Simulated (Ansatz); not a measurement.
Total energies of C₈H₁₆N₂O (relaxed from a model of 1-butyl-3-methylimidazolium hydroxide, whose bonding it doesn't keep) from Ansatz at PBE-D4/def2-TZVP, gas phase (1 Eh = 27.2114 eV = 2625.5 kJ/mol). The reference geometry is relaxed at PBE-D4/def2-SVP.

```tsv
state	geometry	energy (Eh)
charge 0 singlet	reference	-498.71824
charge 1 doublet	reference	-498.50337
charge -1 doublet	reference	-498.66886
charge -1 doublet	relaxed at PBE-D4/def2-SVP	-498.68560
free C atom (triplet)	–	-37.79597
free N atom (quartet)	–	-54.53214
free H atom (doublet)	–	-0.49962
free O atom (triplet)	–	-75.00967
```

**Question.** Work out the vertical ionisation energy to the doublet.

**Answer.** E(charge 1 doublet) − E(charge 0 singlet) = -498.50337 − (-498.71824) = 0.21487 Eh = 5.85 eV. For comparison, −ε of the highest occupied level is 3.18 eV at this level, 2.67 eV less.

**Question.** Work out the vertical electron affinity, to the doublet.

**Answer.** E(charge 0 singlet) − E(charge -1 doublet) = -498.71824 − (-498.66886) = -0.04938 Eh = -1.34 eV; negative, so the extra electron isn't bound. The basis lacks diffuse functions, which makes affinities too small.

**Question.** Give the fundamental gap IE − EA, the Mulliken electronegativity (IE + EA)/2 and the hardness (IE − EA)/2.

**Answer.** From the values in Eh: IE − EA = 0.21487 − (-0.04938) = 0.26425 Eh = 7.19 eV; (IE + EA)/2 = 2.25 eV; (IE − EA)/2 = 3.60 eV. The HOMO–LUMO gap of the same run is 2.39 eV, 4.80 eV smaller than the fundamental gap.

**Question.** How much does the charge -1 doublet relax, and what is the adiabatic electron affinity?

**Answer.** Relaxation: -498.66886 − (-498.68560) = 0.01674 Eh = 0.46 eV. Adiabatic electron affinity: -0.03264 Eh = -0.89 eV, without zero-point energy. 

**Question.** What is the binding energy per atom against free atoms?

**Answer.** Atoms: 8 × (-37.79597) + 2 × (-54.53214) + 16 × (-0.49962) + 1 × (-75.00967) = -494.43563 Eh. Binding: -494.43563 − (-498.71824) = 4.28261 Eh = 116.54 eV, or 4.32 eV for each of 27 atoms (no zero-point energy, no counterpoise term).

At PBE-D4/def2-TZVP the highest occupied level of the charge -1 doublet lies above zero (up to 3.30 eV). By energy differences it is unbound by 1.34 eV (vertical, against the charge 0 singlet, at PBE-D4/def2-TZVP) and held by the finite basis. At PBE-D4/def2-TZVP the highest occupied level of the relaxed charge -1 doublet lies above zero (up to 2.64 eV). By energy differences it is unbound by 0.89 eV (each at its own geometry, against the charge 0 singlet, at PBE-D4/def2-TZVP) and held by the finite basis.
